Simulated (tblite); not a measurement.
Start geometry of `C=[C]C1(F)COC1` [radical] from a force field or distance geometry (Å):
```
atom  x, y, z in Å
C1     2.4142   -0.2818   -0.0853
C2     1.1151   -0.2219   -0.2800
C3    -0.3059   -0.1775   -0.4890
F4    -0.5798   -0.6578   -1.7369
C5    -1.1877   -0.7326    0.6524
O6    -1.8023    0.5571    0.8916
C7    -0.9939    1.1645   -0.1520
H8     3.0653   -0.6646   -0.8530
H9     2.8534    0.0620    0.8449
H10   -1.9356   -1.4708    0.3377
H11   -0.6642   -1.1010    1.5303
H12   -1.6262    1.5724   -0.9416
H13   -0.3568    1.9526    0.2632
```

Q: What comes out of this run: tblite, GFN2-xTB geometry optimisation, gas phase?

A: 
```
atom  x, y, z in Å
C1     2.397   -0.289   -0.113
C2     1.170   -0.036    0.198
C3    -0.191   -0.098   -0.283
F4    -0.243   -0.635   -1.583
C5    -1.242   -0.727    0.649
O6    -1.907    0.527    0.799
C7    -1.050    1.171   -0.143
H8     2.697   -0.716   -1.072
H9     3.215   -0.093    0.564
H10   -1.869   -1.471    0.152
H11   -0.864   -1.116    1.597
H12   -1.574    1.441   -1.063
H13   -0.544    2.042    0.279
```

The energy falls by 5.2 kcal/mol over 58 L-BFGS steps, the largest force on an atom goes from 2.30 to 0.008 eV/Å, and the atoms move by 0.287 Å rms after alignment. The bond that changes most is C3–F4 (ends: carbon bonded to 3 C and F; fluorine bonded to C), which lengthens by 0.042 Å. Bonds longer at the end by more than 0.005 Å: 4 of 13; shorter: 5. Among the angles that change most is C1–C2–C3, from 179.1° to 143.7°. Rotational constants go from 4346, 2117, 1796 to 4933, 2055, 1837 MHz. The orientation of the end geometry is arbitrary; only internal coordinates are fixed.

Hardware: one thread, Arm Neoverse V1 (aarch64), shared host with 32 logical CPUs at a one-minute load of 25. Cost: 0.29 s.

Its lowest GFN2-xTB frequency is 14i cm⁻¹, too small to tell a flat minimum from a shallow saddle.

One conformer stands for the species.

The numbers are calculated, not measured.
